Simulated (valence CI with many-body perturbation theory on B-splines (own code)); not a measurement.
Ru³⁺: calculated level list

Calculated by valence CI with perturbative core correlation (CI+MBPT): five valence electrons over a frozen Dirac-Fock core [Kr], a basis of 7 s, 7 p, 8 d, 6 f, 4 g, 1 h functions for each j, with the one-electron correlation potential Σ1, the two-electron term Σ2, the three-electron term Σ3, Breit, model QED; selected CI, second order for the rest, scaled by the run's own slope (own B-spline code, finite nucleus).

No measured spectrum was set against this ion. As an estimate, terms of the open shell hold to 2 to 4 % of their energy, and close levels can change places; different configurations can be misplaced against each other by 1,000 to 8,000 cm⁻¹. Core correlation moves these levels by up to 16000 cm⁻¹, and in measured spectra 5 to 20 % of such shifts remained as error; rates that hang on mixing are uncertain with them. Among the levels kept, up to 2100 cm⁻¹ of a level comes from second order outside the variational space, and about a tenth of that is noise between levels of different J, which matters for small intervals. Only levels of the ground parity were solved; by the run's estimate the other parity begins above the list, which can be wrong where configurations are misplaced.

Levels 1 to 45 of 49, with energies above the lowest level, 4d5 6S_5/2. "Leading %" is the weight of the configuration and term that name the level; weights of strongly mixed levels are sums over their largest components and can fall short. Lifetimes count E1, E2, E3, M1 and M2 decay at the calculated energies, and are blank where another channel may lead or the interval is too uncertain; long ones can be off by a factor of two.

| No. | Configuration | Term | J | E (cm⁻¹) | Leading % | Lifetime | g |
| --- | --- | --- | --- | --- | --- | --- | --- |
| 1 | 4d5 | 6S | 5/2 | 0.0 | 98 |  | 1.998 |
| 2 | 4d5 | 4G | 5/2 | 22421 | 94 | 58.8 s | 0.586 |
| 3 | 4d5 | 4G | 7/2 | 22679 | 96 | 1220 s | 0.988 |
| 4 | 4d5 | 4G | 11/2 | 22790 | 97 |  | 1.270 |
| 5 | 4d5 | 4G | 9/2 | 22840 | 98 | 5070 s | 1.172 |
| 6 | 4d5 | 4P | 5/2 | 25304 | 56 | 233 ms | 1.492 |
| 7 | 4d5 | 4P | 3/2 | 25763 | 60 | 347 ms | 1.520 |
| 8 | 4d5 | 4P | 1/2 | 26453 | 72 | 54.2 s | 1.986 |
| 9 | 4d5 | 4D | 7/2 | 27718 | 95 | 4.56 s | 1.420 |
| 10 | 4d5 | 4D | 1/2 | 28524 | 73 | 2.94 s | 0.677 |
| 11 | 4d5 | 4D | 5/2 | 29044 | 59 | 369 ms | 1.441 |
| 12 | 4d5 | 4D | 3/2 | 29068 | 60 | 497 ms | 1.395 |
| 13 | 4d5 | 2I | 11/2 | 32516 | 93 |  | 0.933 |
| 14 | 4d5 | 2I | 13/2 | 33050 | 98 | 104 s | 1.077 |
| 15 | 4d5 | 2D | 5/2 | 35697 | 49 | 184 ms | 1.070 |
| 16 | 4d5 | 2D | 3/2 | 36594 | 58 | 461 ms | 0.646 |
| 17 | 4d5 | 4F | 7/2 | 37509 | 56 |  | 1.171 |
| 18 | 4d5 | 4F | 9/2 | 37541 | 71 | 762 ms | 1.266 |
| 19 | 4d5 | 4F | 5/2 | 38225 | 83 | 699 ms | 1.014 |
| 20 | 4d5 | 2F | 7/2 | 39053 | 61 |  | 1.170 |
| 21 | 4d5 | 4F | 3/2 | 39388 | 57 | 434 ms | 0.571 |
| 22 | 4d5 | 2H | 9/2 | 40013 | 57 | 416 ms | 1.035 |
| 23 | 4d5 | 2G | 7/2 | 41353 | 84 | 1.53 s | 0.927 |
| 24 | 4d5 | 2F | 5/2 | 41440 | 54 | 192 ms | 1.009 |
| 25 | 4d5 | 2H | 11/2 | 41712 | 91 |  | 1.083 |
| 26 | 4d5 | 2G | 9/2 | 42801 | 54 | 683 ms | 1.052 |
| 27 | 4d5 | 2F | 5/2 | 44194 | 87 | 505 ms | 0.885 |
| 28 | 4d5 | 2F | 7/2 | 44257 | 89 | 859 ms | 1.146 |
| 29 | 4d5 | 2S | 1/2 | 48239 | 96 | 264 ms | 1.998 |
| 30 | 4d5 | 2D | 3/2 | 54064 | 97 | 183 ms | 0.801 |
| 31 | 4d5 | 2D | 5/2 | 54458 | 94 | 138 ms | 1.192 |
| 32 | 4d5 | 2G | 9/2 | 59373 | 97 |  | 1.111 |
| 33 | 4d5 | 2G | 7/2 | 59486 | 96 |  | 0.891 |
| 34 | 4d5 | 2P | 3/2 | 71494 | 94 | 57.2 ms | 1.316 |
| 35 | 4d5 | 2P | 1/2 | 71851 | 96 | 49.3 ms | 0.674 |
| 36 | 4d5 | 2D | 5/2 | 78629 | 97 | 42.9 ms | 1.200 |
| 37 | 4d5 | 2D | 3/2 | 78827 | 93 | 42.9 ms | 0.816 |
| 38 | 4d4 5s | 6D | 1/2 | 83181 | 96 | 1.32 ms | 3.323 |
| 39 | 4d4 5s | 6D | 3/2 | 83685 | 96 | 1.29 ms | 1.865 |
| 40 | 4d4 5s | 6D | 5/2 | 84469 | 97 | 1.24 ms | 1.656 |
| 41 | 4d4 5s | 6D | 7/2 | 85365 | 97 | 1.19 ms | 1.586 |
| 42 | 4d4 5s | 6D | 9/2 | 86395 | 96 | 1.14 ms | 1.553 |
| 43 | 4d4 5s | 4D | 1/2 | 95990 | 93 | 524 μs | 0.036 |
| 44 | 4d4 5s | 4D | 3/2 | 96763 | 94 | 522 μs | 1.203 |
| 45 | 4d4 5s | 4D | 5/2 | 97849 | 94 | 513 μs | 1.367 |

Names give the largest LS component (configuration and term), which can be under half, so a name can repeat, a term be missing and a line seem to break the LS rules; names also repeat where a configuration has a term twice.

The ionisation energy to 4d4 5D_0 of the next ion comes out as 45.291 eV (NIST: 45 ± 1.7 eV (theoretical)). All 49 levels together are meant to be complete up to 103180 cm⁻¹.
